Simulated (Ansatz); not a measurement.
Computed with Ansatz on PBE0-D4/def2-TZVP structures; ΔE is electronic, products minus reactants. CCSD(T)/CBS is the MP2 limit (def2-TZVPP, def2-QZVPP) plus CCSD(T) − MP2 in def2-TZVPP, frozen cores. DFT in def2-TZVPP. For Zn outer-core shells are correlated without core-valence functions, which leaves a few kJ/mol of doubt a bond. Scalar relativity is left out up to krypton. Each species was taken in one conformer, which may not be the lowest.

`C[SiH2]S[SiH](C)Cl` + `O[CH2][ZnH]` → `CO[CH2][ZnH]` + `C[SiH2]S[SiH2]Cl`  (substitution at a C–Si bond)

`C[SiH2]S[SiH](C)Cl`:

```xyz
15

C    -1.240    0.660   -2.327
Si    0.283    0.892   -1.285
S     1.192   -0.995   -0.790
Si    0.299   -1.373    1.098
C     0.901   -0.245    2.441
Cl   -1.760   -1.198    1.001
H    -1.659    1.631   -2.605
H    -1.996    0.097   -1.776
H    -0.999    0.113   -3.241
H    -0.030    1.625   -0.031
H     1.327    1.642   -2.030
H     0.600   -2.793    1.394
H     0.428   -0.507    3.390
H     0.669    0.796    2.212
H     1.984   -0.345    2.546
```

`O[CH2][ZnH]`:

Cartesian coordinates in Å:
```
O 0.474 1.273 0.654
C 0.398 -0.145 0.455
Zn -0.578 -0.637 -1.189
H -0.403 1.594 0.871
H 0.017 -0.647 1.354
H 1.435 -0.480 0.351
H -1.343 -0.958 -2.496
```

`CO[CH2][ZnH]`:

```xyz
10

C     0.347   -1.542    0.416
O     0.636   -0.295   -0.152
C    -0.446    0.613   -0.040
Zn    0.118    2.297   -0.879
H     1.224   -2.180    0.289
H     0.122   -1.451    1.489
H    -0.515   -2.016   -0.075
H    -0.714    0.760    1.019
H    -1.345    0.201   -0.527
H     0.573    3.614   -1.541
```

`C[SiH2]S[SiH2]Cl`:

Z-matrix (Å, degrees):
```
C
Si 1 1.861
H 1 1.092 2 110.6
H 1 1.092 2 110.5 3 -119.9
H 1 1.093 2 110.4 3 120.1
S 2 2.151 1 111.6 3 60.7
H 2 1.484 1 111.5 3 179.5
H 2 1.491 1 110.7 3 -59.0
Si 6 2.121 2 94.3 1 -94.5
Cl 9 2.050 6 108.2 2 165.3
H 9 1.483 6 110.9 2 47.0
H 9 1.480 6 111.7 2 -76.3
```

```csv
level,ΔE (kcal/mol),difference from CCSD(T)/CBS
PBE-D4,21.3,0.3
ωB97X-V,19.5,-1.5
B2PLYP,19.3,-1.7
PBE,20.0,-1.0
CCSD/def2-TZVPP,19.3,-1.7
HF/def2-QZVPP,15.7,-5.3
MP2/def2-QZVPP,22.0,1.0
SCS-MP2/def2-QZVPP,20.1,-0.9
HF/CBS(def2),15.7,-5.3
CCSD/CBS(def2),20.6,-0.4
CCSD(T)/CBS,21.0,0
```

Largest T1 diagnostic among the species: 0.014.

The D4 term adds +2.1 kcal/mol with B3LYP and +1.2 kcal/mol with PBE0; it sums over pairs of atoms, weighted by their polarisabilities, and B3LYP, whose exchange is more repulsive, gets the larger term. In def2-TZVPP, CCSD(T) changes the Hartree–Fock value by +3.9 kcal/mol (the triples alone add +0.4 kcal/mol) and MP2 by +5.4 kcal/mol.

B3LYP here is the variant with VWN-RPA as its local correlation; programs differ in this.
